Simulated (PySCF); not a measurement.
Molecule (SMILES): Cl[C]Cl (closed-shell singlet).
Geometry (B3LYP-D3(BJ)/def2-TZVP, fixed):
```xyz
3

Cl    -1.4025    -0.2001     0.0210
C     -0.0305     0.8441     0.0088
Cl     1.4133    -0.0978    -0.0241
```

Basis-set convergence of the mean static polarisability at PBE0 with PySCF. All functions are spherical. Density fitting with generated auxiliary sets. No added dispersion term, no relativity. Reference: the value in aug-pcseg-3, 44.17 bohr³, itself unsure by roughly 0.4 % (its mean distance from aug-cc-pV(Q+d)Z, aug-pcseg-2, aug-cc-pV(T+d)Z). Deviations are taken from unrounded values. Cost is core time over that of 6-311G**, rough, on shared machines of one kind; a dash marks a row that isn't timed (too short, read off another run, short of memory, by another algorithm or on other hardware).

| basis | functions | cost |
|---|---|---|
| STO-3G | 23 | - |
| 3-21G | 35 | - |
| 6-31G | 35 | - |
| 6-31G** | 50 | 0.7× |
| 6-311G** | 70 | 1× |
| def2-SVPD | 74 | 1× |
| Sadlej pVTZ | 88 | 2× |
| def2-TZVPD | 129 | 3× |
| def2-TZVPPD | 139 | 4× |
| def2-QZVPPD | 221 | 10× |

Question: Which is the smallest set listed that can be trusted to 5 % here, that is, within that of the reference together with its larger relatives (same family, alike in diffuse functions; a set with none to test it counts only in the reference's own line)?

Answer: The smallest set listed that lies within 5 % of the reference with all its larger relatives (same family, alike in diffuse functions; a set with none counts only in the reference's own line) is def2-SVPD (74 functions, 1× in cost, -3.0 % off). Inside, with no larger relative to test it: Sadlej pVTZ. Value minus reference over the reference: STO-3G -68.0, 3-21G -39.5, 6-31G -37.1, 6-31G** -31.6, 6-311G** -29.4, def2-SVPD -3.0, Sadlej pVTZ -0.7, def2-TZVPD -0.5, def2-TZVPPD -0.5, def2-QZVPPD -0.1 %.
